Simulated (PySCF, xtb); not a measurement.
C₃H₃F₃, SMILES C1(C[C@@H]1F)(F)F.

Harmonic wavenumbers (cm⁻¹) from GFN2-xTB run with xtb 6.7.1 at its own minimum, in rising order: 178, 241, 372, 427, 446, 555, 736, 835, 891, 943, 1033, 1049, 1081, 1148, 1186, 1257, 1358, 1456, 3051, 3100, 3127.

What does PySCF with r2SCAN-D4/def2-SVP give at its own minimum? (An estimate is asked for; the answer gives what the named calculation found.)

188, 248, 385, 450, 485, 613, 742, 840, 884, 997, 1005, 1058, 1115, 1191, 1276, 1333, 1368, 1524, 3136, 3161, 3252. Paired by order, the mean absolute difference is 40 cm⁻¹ and the zero-point energies are 35.0 and 36.1 kcal/mol.
